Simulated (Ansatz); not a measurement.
ClHOZn, SMILES `[OH][Zn][Cl]` at its PBE0-D4/def2-TZVP geometry, where that method's forces vanish. Total charge 0; spin multiplicity 1.

```xyz
4

O    -0.2504   -0.8301   -0.9854
Zn   -0.1329    0.2228    0.4281
Cl   -0.1211    1.4191    2.1338
H     0.5044   -0.8118   -1.5765
```

(1) What forces (eV/Å) does PBE-D4/def2-TZVPP give on these atoms in Ansatz 0.2.0? (Estimate.)

## Answers

(1) The calculation gave: 
```
O1  -0.477 -0.203  0.099
Zn2  0.075  0.105  0.089
Cl3 -0.013  0.046  0.077
H4   0.415  0.052 -0.265
```
